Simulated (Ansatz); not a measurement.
**Worked example: vertical ionisation energy of CH3BClFO (methoxychlorofluoroborane)**

CH3BClFO has 8 atoms, charge 0, and is taken as a singlet. SMILES: `COB(F)Cl`. Geometry: relaxed at PBE0-D4/def2-TZVP. This is one conformer, not always the lowest.

Both states at this one shape; open shells run unrestricted unless said. 1 Eh = 27.2114 eV.

| level | program | singlet CH3BClFO (Eh) | doublet CH3BClFO+ (Eh) | HOMO of the first (eV) |
| --- | --- | --- | --- | --- |
| B3LYP/6-31G* (spherical functions) | Ansatz | -700.164993 | -699.746739 | -8.82 |
| B3LYP/6-31G* (Cartesian functions) | Ansatz | -700.171532 | -699.753227 | -8.82 |
| B3LYP/cc-pVDZ | Ansatz | -700.204770 | -699.786679 | -8.82 |
| CAM-B3LYP/cc-pVDZ | Ansatz | -700.115286 | -699.686627 | -10.51 |

Work out the vertical ionisation energy at each level.


1. B3LYP/6-31G* (spherical functions): -699.746739 − (-700.164993) = 0.418254 Eh = 11.38 eV; −ε(HOMO) = 8.82 eV.
2. B3LYP/6-31G* (Cartesian functions): -699.753227 − (-700.171532) = 0.418305 Eh = 11.38 eV; −ε(HOMO) = 8.82 eV.
3. B3LYP/cc-pVDZ: -699.786679 − (-700.204770) = 0.418091 Eh = 11.38 eV; −ε(HOMO) = 8.82 eV.
4. CAM-B3LYP/cc-pVDZ: -699.686627 − (-700.115286) = 0.428659 Eh = 11.66 eV; −ε(HOMO) = 10.51 eV.

No measured value is set beside it here; the levels span 11.38 to 11.66 eV.
